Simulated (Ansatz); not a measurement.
Consider the formal hydrolysis of the In–C bond: `C[CH2][InH][SH]` + H₂O → `[OH][InH][SH]` + `CC`.

Isolated molecules relaxed with PBE0-D4/def2-TZVP in Ansatz; ΔE leaves out vibrations. CBS: MP2 limit from def2 TZ/QZ plus the TZ coupled-cluster correction, frozen cores. This one scheme is used for every species. Functionals use def2-TZVPP. def2 core potentials past Kr. For In outer-core shells are correlated without core-valence functions, which leaves a few kJ/mol of doubt a bond. Each species was taken in one conformer, which may not be the lowest.

| level | ΔE (kJ/mol) |
| --- | --- |
| PBE-D4 | -56.3 |
| r2SCAN-D4 | -63.2 |
| ωB97X-V | -62.9 |
| HF/def2-QZVPP | -75.1 |

(1) What does CCSD(T)/CBS give? (An estimate is asked.)

Largest T1 diagnostic among the species: 0.016.

Answers

(1) Ansatz gave: -54.6 kJ/mol. The listed levels differ from it by -1.7, -8.6, -8.3, -20.5 kJ/mol.

From PBE to PBE0 (25 % exact exchange), in def2-TZVPP and without D4, ΔE moves by +3.5 kJ/mol. In def2-TZVPP, CCSD(T) changes the Hartree–Fock value by +20.4 kJ/mol (the triples alone add +1.4 kJ/mol) and MP2 by +22.9 kJ/mol. The D4 term adds +8.2 kJ/mol with B3LYP and +4.8 kJ/mol with PBE0; it sums over pairs of atoms, weighted by their polarisabilities, and B3LYP, whose exchange is more repulsive, gets the larger term.

CCSD(T)/CBS has its own doubt, a few kJ/mol and more with outer-core shells, so smaller differences from it don't rank the levels.

B3LYP here is the variant with VWN-RPA as its local correlation; programs differ in this.
